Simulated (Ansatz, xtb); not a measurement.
**Two structures of BGeH3**

We compare X, a triplet given by its coordinates, with Y, `[BH2][GeH]`, a triplet. Both are isolated molecules in the gas phase, relaxed with B3LYP-D3(BJ)/def2-SVP; the shapes shown needn't be the lowest conformers.

X (Å):

```xyz
5

B     0.2750    0.0878    0.0885
Ge    1.3360    0.9559   -1.6262
H     0.9764   -0.6744    0.7016
H    -0.8934   -0.0740   -0.1512
H     0.6371    1.3113    0.1560
```

Close contacts (Å): B1–Ge2 2.20, B1–H3 1.20, B1–H4 1.20, B1–H5 1.28, Ge2–H5 1.95.

Y (Å):

```xyz
5

B     0.1629   -0.1631    0.4564
Ge    2.1199   -0.5591    0.2068
H    -0.6721   -0.7862   -0.1400
H    -0.0856    0.7268    1.2332
H     3.2295    0.2396    0.9734
```

Q: Estimate which is lower in electronic energy at CCSD(T)/def2-TZVPP, and by roughly how much.

A: Too close to call at this level: CCSD(T)/def2-TZVPP gives E(Y) − E(X) = −0.013 eV.

The same difference at several levels:

```json
{"level": "B3LYP-D3(BJ)/def2-SVP", "geometry": "B3LYP-D3(BJ)/def2-SVP", "E(Y) − E(X) (eV)": "+0.089", "departure from the last row (eV)": "+0.103", "job, with rough time for the two": "optimisation, 38 s"}
{"level": "HF/def2-TZVPP", "geometry": "B3LYP-D3(BJ)/def2-SVP", "E(Y) − E(X) (eV)": "−0.135", "departure from the last row (eV)": "−0.121", "job, with rough time for the two": "part of the CCSD(T) run"}
{"level": "MP2/def2-TZVPP", "geometry": "B3LYP-D3(BJ)/def2-SVP", "E(Y) − E(X) (eV)": "−0.038", "departure from the last row (eV)": "−0.024", "job, with rough time for the two": "part of the CCSD(T) run"}
{"level": "CCSD(T)/def2-TZVPP", "geometry": "B3LYP-D3(BJ)/def2-SVP", "E(Y) − E(X) (eV)": "−0.013", "departure from the last row (eV)": "", "job, with rough time for the two": "single point, 67 s"}
```

The largest departure from CCSD(T)/def2-TZVPP is that of HF/def2-TZVPP, 0.121 eV. Levels run at GFN2-xTB geometries aren't shown. The triplet state of X needn't be its ground state. The triplet state of Y needn't be its ground state.

With harmonic frequencies from B3LYP-D3(BJ)/def2-SVP (ideal gas, rigid rotor, one conformer each, 298.15 K, 1 atm): the zero-point term adds −0.041 eV; ΔH is −0.052 and ΔG −0.051 eV.

Open shells are spin-unrestricted. The correlated steps freeze 10 core orbitals; the filled d shell of Ge is correlated, in a basis made for valence electrons. Codes used: Ansatz 0.2.0; the last row on 1 thread of Intel(R) Xeon(R) Platinum 8375C CPU @ 2.90GHz (Ice Lake) on a shared host.
